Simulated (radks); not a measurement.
Trend from Ni2+ to Pt2+: ionisation energy by Delta-SCF between NIST ground configurations, and size. Method: scalar-relativistic Kohn-Sham, LDA (Slater exchange, Perdew-Wang correlation), spin-polarised, spherical densities, finite nucleus; open shells are filled with parallel spins first (spin-orbit coupling, left out, can overturn this in heavy ions); Fermi nuclear charge, rms radius of each element as measured or else 0.836 A^(1/3) + 0.57 fm; computed with a radial shooting solver on a logarithmic mesh with Libxc functionals.

species,configuration,IE (eV),NIST (eV),kind,-e(HOMO) (eV),outermost,<r> outermost (bohr),r at 0.001 e/bohr^3 (bohr)
Ni2+,[Ar] 3d8,36.334,35.19,exp.,27.627 (3d),3d,0.981,2.96
Pd2+,[Kr] 4d8,33.632,32.930,semi-emp.,26.856 (4d),4d,1.38,3.36
Pt2+,[Xe] 4f14 5d8,31.655,29,theory,25.532 (5d),5d,1.56,3.56

Reference values: NIST Atomic Spectra Database (exp. = measured, semi-emp. = semi-empirical, theory = theoretical value adopted there). Open shells are spherical and high-spin; term and fine-structure splittings are not resolved. Spin-orbit splitting is averaged out at the scalar-relativistic level.
